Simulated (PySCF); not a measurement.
B(Me)(NCO)(OH) (C₂H₄BNO₂), SMILES CB(O)N=C=O.

Geometry optimised at PBE0-D3(BJ)/def2-SVP. This is a generated structure with no PubChem entry under its InChIKey; it may be hypothetical. Other conformers were not sampled.

Level of theory: TDDFT-PBE/def2-SVPD (PySCF).

Vertical excitations.  State labels are in the subgroup Cs.

**Question.** Estimate the UV-visible absorptions. (The exact figures need the calculation; the answer reports its results.)

**Answer.** 
| state | symmetry | energy (eV) | λ (nm) | f | main pairs |
|---|---|---|---|---|---|
| S1 | A" | 5.71 | 217 | 0.001 | HOMO→LUMO 100 % |
| S2 | A' | 6.34 | 196 | 0.008 | HOMO→LUMO+1 95 % |
| S3 | A" | 6.73 | 184 | 0.000 | HOMO−1→LUMO+1 100 % |
| S4 | A' | 6.76 | 184 | 0.133 | HOMO−1→LUMO 76 %, HOMO→LUMO+2 12 % |
| S5 | A" | 7.01 | 177 | 0.002 | HOMO−2→LUMO 99 % |
| S6 | A' | 7.38 | 168 | 0.039 | HOMO→LUMO+2 70 %, HOMO→LUMO+3 25 % |
| S7 | A' | 7.58 | 164 | 0.017 | HOMO−2→LUMO+1 99 % |
| S8 | A" | 7.68 | 161 | 0.001 | HOMO−1→LUMO+2 99 % |
| S9 | A' | 7.95 | 156 | 0.109 | HOMO→LUMO+4 65 %, HOMO→LUMO+3 27 % |
| S10 | A" | 8.04 | 154 | 0.000 | HOMO−1→LUMO+3 98 % |
| T1 | A" | 5.51 | 225 | 0 | HOMO→LUMO 99 % |
| T2 | A' | 5.70 | 218 | 0 | HOMO−1→LUMO 99 % |
| T3 | A' | 6.26 | 198 | 0 | HOMO→LUMO+1 98 % |
| T4 | A" | 6.63 | 187 | 0 | HOMO−2→LUMO 96 % |
Triplets are in the Tamm–Dancoff approximation, which puts them higher than full response would, so one can lie above its singlet here.
